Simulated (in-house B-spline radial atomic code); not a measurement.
# Solving the quasi-particle equation for 4p up of the bromine ion Br²⁺

Configuration [Ar] 3d10 4s2 4p3, highest spin, start r2SCAN. Computed with an all-electron radial atomic-structure program (B-spline basis): all electrons, scalar-relativistic (spin-free one-electron X2C), finite nucleus, each spin shell either full or empty, empty states to l = 9 with an (l + 1/2)⁻⁴ tail; G0W0 by contour deformation at full frequency.

At the mean-field level ε = -30.042 eV the matrix elements are Σx = -23.183 eV, v_xc = -18.117 eV and Σc(ε) = -0.612 eV, and the slope of the correlation self-energy is dΣc/dω = -0.0586. The quasi-particle energy solves E = ε + Σx − v_xc + Σc(E).

**Question.** What does the linearised equation give?

**Answer.** Z = 1/(1 − dΣc/dω) = 1/1.0586 = 0.9446. The first-order shift is Σx − v_xc + Σc(ε) = -23.183 − (-18.117) + (-0.612) = -5.678 eV, so E ≈ ε + Z × shift = -30.042 + 0.9446 × (-5.678) = -35.405 eV.

**Question.** How does that compare with the full solution and with static screening?

**Answer.** Solving the equation at full frequency dependence gives E = -35.384 eV, where Σc = -0.276 eV and the weight is 0.936; the linearised value is off by 21 meV. Leaving Z out would give -35.720 eV. Static COHSEX puts -2.380 eV in place of Σc and gives -37.488 eV, 2.10 eV deeper. The tabulated removal energy is 34.871 ± 0.019 eV (NIST, measured); the run leaves out spin-orbit coupling, Breit and QED terms.
